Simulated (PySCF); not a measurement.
F2H4OSi2, SMILES O[Si](F)(F)[SiH3].

Geometry optimised at B3LYP-D3(BJ)/def2-SVP. This is a generated structure with no PubChem entry under its InChIKey; it may be hypothetical. The values are those of a single conformer.

Computed with HF/def2-TZVP (PySCF).

Gas-phase values at a fixed geometry.

Task: Estimate the frontier levels, gap, dipole moment and polarisability. (The exact figures need the calculation; the answer reports its results.)

Result: 
The highest occupied level comes out as -12.22 eV. The lowest empty level is 3.06 eV and the orbital gap comes out as 15.28 eV. The dipole moment comes out as 1.15 D, the quadrupole, principal values (traceless, Buckingham form, about the centre of nuclear charge) is -5.94, -4.94, 10.88 D·Å and the mean static polarisability comes out as 48.5 bohr³ (7.19 Å³). The polarisability, principal values comes out as 44.9, 46.5, 54.2 bohr³.
